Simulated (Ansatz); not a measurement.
C3H5BS (`BC1=C(S)C1`), relaxed with RKS PBE0-D4/def2-TZVP in Ansatz 0.2.0 from a PBE-D4/def2-SVP geometry. The force threshold is 0.005 eV/Å; the program also tests the step.

Charge 0, multiplicity 1.

Start:

```xyz
10

B    -0.098   -1.616   -0.859
C    -0.231   -0.285   -0.156
C     0.368    0.773    0.417
S     1.746    1.644    0.906
C    -1.117    0.831    0.420
H     1.015   -2.064   -1.079
H    -1.077   -2.247   -1.210
H     2.677    0.751    0.450
H    -1.626    1.541   -0.264
H    -1.657    0.673    1.375
```

```
step  energy (eV)  largest force (eV/Å)  largest move (Å)
   1  -14694.5858                 1.139             0.000
   2  -14694.6373                 0.383             0.028
   3  -14694.6436                 0.087             0.012
   4  -14694.6438                 0.044             0.002
   5  -14694.6439                 0.024             0.003
   6  -14694.6439                 0.025             0.002
   7  -14694.6439                 0.002             0.001
```

End:

```xyz
10

B    -0.098   -1.601   -0.851
C    -0.235   -0.280   -0.153
C     0.364    0.754    0.407
S     1.725    1.620    0.892
C    -1.110    0.823    0.415
H     1.000   -2.034   -1.061
H    -1.059   -2.222   -1.198
H     2.651    0.747    0.448
H    -1.604    1.524   -0.257
H    -1.634    0.667    1.358
```

Run time 42 s (2 threads of an Arm Neoverse V1 on a shared host); peak host memory 0.46 GiB.
